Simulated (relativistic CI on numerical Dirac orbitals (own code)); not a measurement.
Calculated levels, Bi4+

Method of calculation: Dirac-Coulomb-Breit CI, orbitals from a KLI potential per configuration, model QED (radiative potential, 1s self-energy scaled to tabulated hydrogen-like ionisation energies), valence Slater integrals scaled by 0.85, P86 correlation energy added to each configuration (own radial code, finite nucleus).

CI space (outside the closed core [Xe] 4f14): 5d10.6s, 5d10.6p, 5d10.6d, 5d9.6s2, 5d10.6f, 5d10.7s, 5d9.6s.5f, 5d10.5f, 5d9.6s.6p, 5d10.7p, 5d9.6s.5g, 5d10.7d, 5d10.8s. Double excitations out of closed p, d and f shells are left out; levels of such configurations are missing from the list, as are those of other unlisted configurations, and high levels can miss mixing partners.

The lowest level is 5d10.6s 2S_1/2, with 100 % of that term; Hund's rules for 5d10.6s give 2S with J = 1/2, in agreement.

```
No.  Configuration  Term     J  E (cm⁻¹)    %  Landé g           jj configuration (%)
  1        5d10.6s    2S   1/2         0  100    2.002                       6s (100)
  2        5d10.6p   2P°   1/2     85103   99    0.666                     6p1/2 (99)
  3        5d10.6p   2P°   3/2    112030   99    1.334                     6p3/2 (99)
  4        5d9.6s2    2D   5/2    149239  100    1.200                  5d5/2^5 (100)
  5        5d9.6s2    2D   3/2    173177  100    0.799          5d3/2^3 5d5/2^6 (100)
  6      5d9.6s.6p   4P°   5/2    216625   59    1.448          5d5/2^5 6s 6p1/2 (95)
  7        5d10.6d    2D   3/2    217762  100    0.799                    6d3/2 (100)
  8        5d10.6d    2D   5/2    220805  100    1.200                    6d5/2 (100)
  9      5d9.6s.6p   4F°   7/2    224500   55    1.261          5d5/2^5 6s 6p1/2 (89)
 10      5d9.6s.6p   2F°   5/2    224777   45    1.054          5d5/2^5 6s 6p1/2 (85)
 11        5d10.7s    2S   1/2    226499  100    2.002                       7s (100)
 12      5d9.6s.6p   4D°   3/2    227766   28    1.230          5d5/2^5 6s 6p1/2 (82)
 13      5d9.6s.6p   4F°   3/2    242023   82    0.557  5d3/2^3 5d5/2^6 6s 6p1/2 (89)
 14      5d9.6s.6p   4F°   9/2    244723  100    1.334         5d5/2^5 6s 6p3/2 (100)
 15        5d10.5f   2F°   5/2    245773   56    0.945                     5f5/2 (56)
 16        5d10.5f   2F°   7/2    246821   89    1.152                     5f7/2 (89)
 17      5d9.6s.6p   2D°   3/2    249300   48    1.248  5d3/2^3 5d5/2^6 6s 6p1/2 (43)
 18      5d9.6s.6p   4D°   1/2    249565   48    1.115  5d3/2^3 5d5/2^6 6s 6p1/2 (45)
 19        5d10.5f   2F°   5/2    251836   32    1.090          5d5/2^5 6s 6p3/2 (52)
 20      5d9.6s.6p   4D°   7/2    252328   67    1.343          5d5/2^5 6s 6p3/2 (92)
 21      5d9.6s.6p   2D°   5/2    254059   50    1.131  5d3/2^3 5d5/2^6 6s 6p1/2 (46)
 22        5d10.7p   2P°   1/2    255847   70    0.690                     7p1/2 (70)
 23      5d9.6s.6p   2P°   3/2    256109   63    1.219          5d5/2^5 6s 6p3/2 (47)
 24      5d9.6s.6p   2P°   1/2    258702   56    0.573  5d3/2^3 5d5/2^6 6s 6p1/2 (33)
 25        5d10.7p   2P°   3/2    265014   89    1.324                     7p3/2 (89)
 26      5d9.6s.6p   4P°   1/2    268733   59    1.662  5d3/2^3 5d5/2^6 6s 6p3/2 (93)
 27      5d9.6s.6p   2F°   7/2    272416   67    1.176  5d3/2^3 5d5/2^6 6s 6p3/2 (59)
 28      5d9.6s.6p   4D°   3/2    273335   33    1.211  5d3/2^3 5d5/2^6 6s 6p3/2 (75)
 29      5d9.6s.6p   2D°   5/2    276008   42    1.236  5d3/2^3 5d5/2^6 6s 6p3/2 (85)
 30      5d9.6s.6p   2P°   3/2    276283   71    1.297          5d5/2^5 6s 6p3/2 (66)
 31      5d9.6s.6p   2F°   7/2    278225   87    1.164          5d5/2^5 6s 6p3/2 (53)
 32      5d9.6s.6p   2D°   5/2    280781   74    1.135          5d5/2^5 6s 6p3/2 (75)
 33      5d9.6s.6p   2P°   1/2    297772   92    0.623  5d3/2^3 5d5/2^6 6s 6p3/2 (88)
 34      5d9.6s.6p   2F°   5/2    299805   76    0.930  5d3/2^3 5d5/2^6 6s 6p3/2 (86)
 35      5d9.6s.6p   2D°   3/2    304609   88    0.844  5d3/2^3 5d5/2^6 6s 6p3/2 (86)
 36        5d10.7d    2D   3/2    309768  100    0.799                    7d3/2 (100)
 37        5d10.7d    2D   5/2    311158  100    1.200                    7d5/2 (100)
 38        5d10.8s    2S   1/2    312687  100    2.002                       8s (100)
 39        5d10.6f   2F°   7/2    318807   99    1.143                     6f7/2 (99)
 40        5d10.6f   2F°   5/2    318926   99    0.857                     6f5/2 (99)
 41      5d9.6s.5f   4P°   1/2    387110   96    2.570          5d5/2^5 6s 5f5/2 (94)
 42      5d9.6s.5f   4P°   3/2    389024   83    1.641          5d5/2^5 6s 5f5/2 (73)
 43      5d9.6s.5f   4H°  13/2    391645  100    1.231         5d5/2^5 6s 5f7/2 (100)
 44      5d9.6s.5f   4P°   5/2    391866   59    1.483          5d5/2^5 6s 5f7/2 (63)
 45      5d9.6s.5f   4H°  11/2    394104   77    1.132          5d5/2^5 6s 5f5/2 (66)
 46      5d9.6s.5f   4D°   7/2    396189   47    1.313          5d5/2^5 6s 5f5/2 (52)
 47      5d9.6s.5f   4H°   9/2    396649   43    1.048          5d5/2^5 6s 5f5/2 (90)
 48      5d9.6s.5f   4F°   5/2    397372   46    1.149          5d5/2^5 6s 5f5/2 (66)
 49      5d9.6s.5f   4F°   9/2    397385   62    1.211          5d5/2^5 6s 5f7/2 (75)
 50      5d9.6s.5f   2P°   1/2    397873   63    0.430          5d5/2^5 6s 5f5/2 (98)
 51      5d9.6s.5f   2D°   3/2    398074   46    0.698          5d5/2^5 6s 5f7/2 (50)
 52      5d9.6s.5f   4G°  11/2    399070   73    1.224          5d5/2^5 6s 5f7/2 (98)
 53      5d9.6s.5f   2P°   3/2    399959   45    1.167          5d5/2^5 6s 5f7/2 (52)
 54      5d9.6s.5f   4G°   7/2    400572   36    0.998          5d5/2^5 6s 5f5/2 (69)
 55      5d9.6s.5f   4G°   9/2    401287   36    1.085          5d5/2^5 6s 5f7/2 (50)
 56      5d9.6s.5f   2H°  11/2    402394   89    1.108          5d5/2^5 6s 5f7/2 (68)
 57      5d9.6s.5f   2G°   7/2    402494   34    1.058          5d5/2^5 6s 5f7/2 (77)
 58      5d9.6s.5f   2F°   5/2    403855   48    0.851          5d5/2^5 6s 5f5/2 (61)
 59      5d9.6s.5f   2D°   5/2    405884   60    1.098          5d5/2^5 6s 5f7/2 (60)
 60      5d9.6s.5f   2G°   9/2    407756   73    1.074          5d5/2^5 6s 5f7/2 (61)
 61      5d9.6s.5f   4D°   1/2    407809   57    0.347          5d5/2^5 6s 5f7/2 (58)
 62      5d9.6s.5f   2F°   7/2    408084   74    1.073          5d5/2^5 6s 5f5/2 (54)
 63      5d9.6s.5f   4D°   3/2    410452   39    1.051          5d5/2^5 6s 5f7/2 (32)
 64      5d9.6s.5f   4D°   5/2    417207   34    1.356  5d3/2^3 5d5/2^6 6s 5f7/2 (91)
 65      5d9.6s.5f   4H°   7/2    418506   67    0.765  5d3/2^3 5d5/2^6 6s 5f5/2 (86)
 66      5d9.6s.5f   4H°   9/2    420047   42    1.002  5d3/2^3 5d5/2^6 6s 5f7/2 (67)
 67      5d9.6s.5f   2H°  11/2    422292   66    1.123  5d3/2^3 5d5/2^6 6s 5f7/2 (97)
 68      5d9.6s.5f   2D°   3/2    422323   45    0.787  5d3/2^3 5d5/2^6 6s 5f5/2 (87)
 69      5d9.6s.5f   4F°   5/2    422584   37    0.969  5d3/2^3 5d5/2^6 6s 5f5/2 (66)
 70      5d9.6s.5f   4F°   7/2    422977   30    1.127  5d3/2^3 5d5/2^6 6s 5f7/2 (87)
```

Energies count from the lowest computed level; ° marks odd parity. Filled j subshells are mostly left out of the jj labels.

The mean weight of the leading LS term, summed over parents, in these 70 levels is 68 %, and that of the leading jj configuration (from the same eigenvectors) 77 %.

At this charge configurations can still be misplaced by up to about 7 % of their energy. Levels and lines within the n = 5 or 6 shells can be off by up to 10 % or somewhat more, and those that change n by about 2 %, since core polarisation is missing. 12 of the 12 excited levels that our extract of the measured tables holds in this range could be paired (the sources list more); they are missed by 14582 cm⁻¹ on average and 45583 at most, and levels without a partner can miss by more. Levels that differ in their count of f electrons can be misplaced by several ten thousand cm⁻¹, since the correlation energy of f electrons is missing or only estimated; rates across such gaps can be off by orders of magnitude.

LS names give the leading component of a level, which can be under half, so a name can repeat, a term be missing and a line seem to break the LS rules.
